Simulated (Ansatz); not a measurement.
`C[CH2][Ga@-]1([F])[O+](C)[Ga@-]([F])([CH2]C)[O+]1C`, relaxed with RKS PBE0-D4/def2-TZVP in the Gaussian-basis code of Ansatz from a GFN2-xTB geometry. The force threshold is 0.005 eV/Å; the program also tests the step.

Charge 0, multiplicity 1.

Start:

```xyz
28

C    -1.751   -0.329    1.993
C    -2.413    0.869    1.321
Ga   -1.421    1.467   -0.365
F    -2.020    2.760   -1.414
O     0.529    1.617   -0.012
C     1.278    2.641    0.631
Ga    1.106   -0.076   -0.852
F     2.144    0.148   -2.267
C     1.594   -1.522    0.516
C     2.575   -2.532   -0.068
O    -0.758    0.005   -1.497
C    -1.343   -0.591   -2.652
H    -1.750   -1.190    1.325
H    -0.719   -0.101    2.260
H    -2.291   -0.598    2.901
H    -2.453    1.720    2.006
H    -3.443    0.636    1.045
H     2.303    2.290    0.789
H     1.300    3.539    0.009
H     0.822    2.885    1.595
H     0.684   -2.025    0.847
H     2.035   -1.034    1.388
H     2.854   -3.269    0.686
H     3.478   -2.034   -0.417
H     2.135   -3.053   -0.917
H    -2.051    0.110   -3.101
H    -0.557   -0.824   -3.375
H    -1.868   -1.512   -2.375
```

Q: By how much does the energy fall, and how many steps does the optimiser take? (Best estimate.)

A: The calculation gave: 7.06 kcal/mol, in 58 steps, 5 of them rejected.

Q: Which bonds change most? (An estimate is asked.)

A: Ansatz gave: Ga7–C9 from 2.049 to 1.956 Å; C2–Ga3 from 2.045 to 1.955 Å; Ga3–O5 from 1.987 to 1.942 Å.

Q: Give the relaxed structure. (An estimate is asked.)

A: The calculation gave: 
```xyz
28

C    -1.977   -0.401    2.102
C    -2.539    0.720    1.233
Ga   -1.295    1.258   -0.176
F    -1.598    2.527   -1.370
O     0.537    1.517    0.416
C     1.130    2.809    0.470
Ga    1.340    0.064   -0.581
F     2.150    0.836   -1.954
C     2.107   -1.422    0.433
C     1.863   -2.778   -0.224
O    -0.494   -0.213   -1.153
C    -0.827   -0.497   -2.505
H    -1.755   -1.295    1.513
H    -1.050   -0.100    2.597
H    -2.683   -0.695    2.885
H    -2.776    1.601    1.835
H    -3.478    0.416    0.761
H     2.127    2.733    0.911
H     1.211    3.248   -0.526
H     0.523    3.462    1.101
H     1.665   -1.395    1.433
H     3.177   -1.241    0.559
H     2.275   -3.594    0.378
H     2.328   -2.839   -1.211
H     0.796   -2.977   -0.353
H    -1.905   -0.657   -2.589
H    -0.535    0.323   -3.164
H    -0.317   -1.410   -2.821
```
